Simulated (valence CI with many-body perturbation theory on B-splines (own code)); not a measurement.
## Level structure of Au VII

Computed by relativistic CI+MBPT: five valence electrons over a frozen Dirac-Fock core [Xe] 4f14, a basis of 7 s, 7 p, 8 d, 6 f, 4 g, 1 h functions for each j, with the one-electron correlation potential Σ1, the two-electron term Σ2, the three-electron term Σ3, Breit, model QED; selected CI, second order for the rest, scaled by the run's own slope (own B-spline code, finite nucleus).

No measured levels were compared; by estimate terms of the open shell hold to 2 to 4 % of their energy, and close levels can change places; different configurations can be misplaced against each other by 1,000 to 8,000 cm⁻¹. Among the levels kept, up to 600 cm⁻¹ of a level comes from second order outside the variational space, and about a tenth of that is noise between levels of different J, which matters for small intervals. Only levels of the ground parity were solved; by the run's estimate the other parity begins above the list, which can be wrong where configurations are misplaced.

Levels 1 to 32 of 32, with energies above the lowest level, (5d3/2^3 5d5/2^2) J=5/2 [a]. "Leading %" is the weight of the configuration and term that name the level; weights of strongly mixed levels are sums over their largest components and can fall short, so below about 35 % the name and the second component can differ from the true leading terms, or belong to a minority configuration. In the jj column 3d3/2^4 stands for four electrons in 3d with j = 3/2. Lifetimes count E1, E2, E3, M1 and M2 decay at the calculated energies, and are blank where another channel may lead or the interval is too uncertain; long ones can be off by a factor of two.

```tsv
No.	Configuration	Term	J	E (eV)	Leading %	Lifetime	Leading jj	g
1	5d5	6S	5/2	0.000	75		5d3/2^3 5d5/2^2 (40 %)	1.883
2	5d5	4G	5/2	2.296	28	16.2 ms	5d3/2^4 5d5/2 (60 %)	1.051
3	5d5	4G	7/2	3.318	56	49.8 ms	5d3/2^3 5d5/2^2 (89 %)	1.109
4	5d5	4D	3/2	3.463	46	7.98 ms	5d3/2^3 5d5/2^2 (88 %)	1.330
5	5d5	4G	11/2	3.555	68		5d3/2^3 5d5/2^2 (79 %)	1.199
6	5d5	4G	5/2	3.712	38	12.0 ms	5d3/2^3 5d5/2^2 (52 %)	1.088
7	5d5	4G	9/2	3.767	74	752 ms	5d3/2^3 5d5/2^2 (62 %)	1.167
8	5d5	4P	1/2	4.068	57	188 ms	5d3/2^3 5d5/2^2 (61 %)	1.722
9	5d5	4D	7/2	4.646	52	28.7 ms	5d3/2^2 5d5/2^3 (65 %)	1.256
10	5d5	2D	5/2	4.892	36	7.25 ms	5d3/2^3 5d5/2^2 (51 %)	1.252
11	5d5	2I	11/2	5.350	67	21.4 ms	5d3/2^2 5d5/2^3 (83 %)	1.019
12	5d5	2F	7/2	5.432	37	30.9 ms	5d3/2^3 5d5/2^2 (59 %)	1.135
13	5d5	4D	1/2	5.460	66	13.2 ms	5d3/2^2 5d5/2^3 (86 %)	0.851
14	5d5	4D	3/2	5.594	37	15.2 ms	5d3/2^2 5d5/2^3 (55 %)	1.138
15	5d5	2G	9/2	5.762	48	22.7 ms	5d3/2^2 5d5/2^3 (64 %)	1.154
16	5d5	4F	3/2	5.873	53	4.53 ms	5d3/2^2 5d5/2^3 (76 %)	0.885
17	5d5	2I	13/2	5.947	99	106 ms	5d3/2^2 5d5/2^3 (99 %)	1.076
18	5d5	2F	5/2	6.186	36	6.25 ms	5d3/2^2 5d5/2^3 (70 %)	1.014
19	5d5	2H	9/2	6.932	51	5.52 ms	5d3/2^2 5d5/2^3 (97 %)	1.108
20	5d5	4F	5/2	7.069	40	4.64 ms	5d3/2^2 5d5/2^3 (64 %)	1.076
21	5d5	2G	7/2	7.088	57	23.5 ms	5d3/2^2 5d5/2^3 (92 %)	1.006
22	5d5	2F	5/2	7.540	40	3.44 ms	5d3/2 5d5/2^4 (45 %)	1.118
23	5d5	2D	3/2	7.625	64	10.5 ms	5d3/2 5d5/2^4 (43 %)	0.752
24	5d5	2F	7/2	7.832	62	6.40 ms	5d3/2^2 5d5/2^3 (59 %)	1.080
25	5d5	2S	1/2	8.063	72	5.48 ms	5d3/2^2 5d5/2^3 (40 %)	1.931
26	5d5	4F	7/2	8.306	44	4.33 ms	5d3/2 5d5/2^4 (81 %)	1.190
27	5d5	2G	9/2	8.490	48	9.66 ms	5d3/2 5d5/2^4 (52 %)	1.095
28	5d5	2H	11/2	8.596	68	3.78 ms	5d3/2 5d5/2^4 (94 %)	1.067
29	5d5	2D	3/2	9.165	78	2.92 ms	5d3/2 5d5/2^4 (55 %)	0.840
30	5d5	2D	5/2	9.602	62	2.97 ms	5d3/2 5d5/2^4 (68 %)	1.109
31	5d5	2G	9/2	10.107	93	5.96 ms	5d3/2^2 5d5/2^3 (55 %)	1.111
32	5d5	2D	5/2	10.116	53	3.54 ms	5d5/2^5 (42 %)	1.103
```

The ionisation energy to 5d4 5D_0 of the next ion comes out as 94.23 eV (NIST: 94 ± 2 eV (theoretical)). All 32 levels together are meant to be complete up to 10.452 eV.
